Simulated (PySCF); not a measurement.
C2H7IOSi2.
Atom-mapped SMILES: `[SiH3:1][O:2][SiH2:3]/[CH:4]=[CH:5]/[I:6]` (hydrogens: H7, H8, H9 on Si1; H10, H11 on Si3; H12 on C4; H13 on C5)

Computed with PySCF, PBE0-D3(BJ)/def2-SVP geometry optimisation, gas phase, def2 core potentials past Kr.

**Question.** List the bond lengths, angles and torsions at this level.

**Answer.** 
```json
{"bond": "Si1–O2", "length (bohr)": "3.135", "order": "single"}
{"bond": "O2–Si3", "length (bohr)": "3.133", "order": "single"}
{"bond": "Si3–C4", "length (bohr)": "3.523", "order": "single"}
{"bond": "C4=C5", "length (bohr)": "2.518", "order": "double"}
{"bond": "C5–I6", "length (bohr)": "3.962", "order": "single"}
{"bond": "Si1–H7, Si1–H8, Si1–H9", "length (bohr)": "2.820", "order": "single"}
{"bond": "Si3–H10, Si3–H11", "length (bohr)": "2.825", "order": "single"}
{"bond": "C4–H12", "length (bohr)": "2.072", "order": "single"}
{"bond": "C5–H13", "length (bohr)": "2.067", "order": "single"}
```

Bonds in one row agree within 0.02 bohr and their mean is given. Orders are formal, as drawn. A selection of angles:
```json
{"angle": "O2–Si1–H7", "degrees": "110.3"}
{"angle": "O2–Si1–H8", "degrees": "108.1"}
{"angle": "H7–Si1–H8", "degrees": "109.7"}
{"angle": "Si1–O2–Si3", "degrees": "146.4"}
{"angle": "O2–Si3–C4", "degrees": "107.2"}
{"angle": "O2–Si3–H10", "degrees": "110.2"}
{"angle": "C4–Si3–H10", "degrees": "110.3"}
{"angle": "H10–Si3–H11", "degrees": "108.3"}
{"angle": "Si3–C4–C5", "degrees": "120.1"}
{"angle": "Si3–C4–H12", "degrees": "119.9"}
{"angle": "C5–C4–H12", "degrees": "120.1"}
{"angle": "C4–C5–I6", "degrees": "124.5"}
{"angle": "C4–C5–H13", "degrees": "123.1"}
{"angle": "I6–C5–H13", "degrees": "112.4"}
```

Dihedral angles: Si1–O2–Si3–C4 -171° (antiperiplanar); O2–Si3–C4–C5 0° (synperiplanar); Si3–C4–C5–I6 180° (antiperiplanar). The mirror-image conformer, all signs reversed, is as good.

Si1 (oxygen-bound silicon) is tetrahedral (angles from 108.1° to 110.3°). Of the pairs four or more bonds apart, O2···H13 is among the closest relative to their van der Waals radii: 2.59 Å, 95 % of the sum of Bondi's values. Si3 (oxygen-bound silicon) is tetrahedral (angles from 107.2° to 110.5°).

Point group: near Cs, missed by 0.17 Å at most; the miss may be what the optimiser left on a soft mode. No PBE0-D3(BJ)/def2-SVP frequencies stand behind this structure, so it isn't proved a minimum. One conformer, not necessarily the lowest.

The run took 3.4 min wall on an Arm Neoverse V2 with one thread, no GPU, shared host with 96 logical CPUs at a one-minute load of 69, and the process peaked at 0.55 GiB of memory. These figures are those of the optimisation.
